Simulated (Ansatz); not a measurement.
Mulliken charges of CH3F2InO (`[OH][In]([F])[CH2]F`) from r2SCAN/def2-TZVPP in Ansatz (PBE0-D4/def2-TZVP geometry).

| atom | x (Å) | y (Å) | z (Å) | charge (e) |
| --- | --- | --- | --- | --- |
| O1 | -0.109 | 1.740 | 1.758 | -0.504 |
| In2 | 0.302 | 0.071 | 0.799 | 0.884 |
| F3 | 1.338 | -1.075 | 1.992 | -0.492 |
| C4 | -0.117 | -0.728 | -1.168 | -0.045 |
| F5 | -0.826 | 0.176 | -1.931 | -0.224 |
| H6 | -0.620 | 2.362 | 1.233 | 0.190 |
| H7 | 0.825 | -0.958 | -1.671 | 0.096 |
| H8 | -0.700 | -1.645 | -1.068 | 0.095 |

By hand: the dipole of these point charges (1 e Å = 4.8032 D).

Σ q r = (-0.251, -0.091, -0.702) e Å, of length 0.751 e Å = 3.61 D.

How does the dipole of the full density compare? (An estimate is asked.)

Computed: (-0.274, 0.000, -0.653) e Å, 3.40 D; the point charges give 1.06 times that, at 8° from its direction.

Point charges leave out the atoms' own dipoles, such as those of lone pairs, and Mulliken's split depends on the basis, so the close match here is no proof of good charges.
